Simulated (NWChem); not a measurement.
## Polarisability of BeCl (+1)

SMILES: [Be+][Cl]
```xyz
2

Be     0.0000     0.0000    -1.4219
Cl     0.0000     0.0000     0.3346
```
Charge +1, spin multiplicity 1.

Everything below was run with NWChem. All single points use one geometry, from B3LYP/def2-SVP, a minimum by its harmonic frequencies.

Basis set: def2-SVPD. Static limit.

The correlated methods keep 6 core orbitals frozen. B3LYP has NWChem's definition, with VWN1-RPA local correlation. The spin multiplicity of the parent species was assumed, not shown to be that of its ground state. The structure started from a generated list of species. No row is a measurement; the coupled-cluster row has its own basis-set and correlation limits.

**Question.** For the isotropic polarisability, HF gives 19.43 bohr³ and PBE gives 22.25 bohr³. What do BHandHLYP, B3LYP, CCSD linear response give?

**Answer.** BHandHLYP: 20.46 bohr³; B3LYP: 21.56 bohr³; CCSD linear response: 21.74 bohr³.
